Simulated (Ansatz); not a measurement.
Start from `CC(C)[O][Ge][F]` and change one atom or group to get `CC(C)[O][Zn][Cl]`.

Ansatz, PBE0-D4/def2-TZVP geometries, multiplicity 1. Each molecule was computed in one conformer, which needn't be the lowest.

Scalar relativity is left out up to krypton.

```csv
property,`CC(C)[O][Ge][F]`
LUMO energy (ωB97M-V/def2-TZVPP) / eV,0.11
HOMO–LUMO gap (PBE/def2-TZVPP) / eV,4.03
HOMO energy (B3LYP/def2-TZVPP) / eV,-7.78
HOMO energy (PBE/def2-TZVPP) / eV,-6.64
HOMO energy (ωB97M-V/def2-TZVPP) / eV,-10.22
LUMO energy (B3LYP/def2-TZVPP) / eV,-2.10
```

Give the same properties after the change, and the shifts. (Best estimate.)

The calculation gave: 
```tsv
property	`CC(C)[O][Zn][Cl]`	shift
LUMO energy (ωB97M-V/def2-TZVPP) / eV	0.66	0.55
HOMO–LUMO gap (PBE/def2-TZVPP) / eV	4.23	0.20
HOMO energy (B3LYP/def2-TZVPP) / eV	-7.47	0.31
HOMO energy (PBE/def2-TZVPP) / eV	-6.22	0.42
HOMO energy (ωB97M-V/def2-TZVPP) / eV	-10.10	0.12
LUMO energy (B3LYP/def2-TZVPP) / eV	-1.40	0.70
```

With PBE0 the HOMO rises by 0.25 eV and the LUMO rises by 0.79 eV, so the gap widens by about 0.54 eV. PBE moves the HOMO by 0.42 eV and ωB97M-V by 0.12 eV.

B3LYP here is the variant with VWN-RPA as its local correlation; programs differ in this.
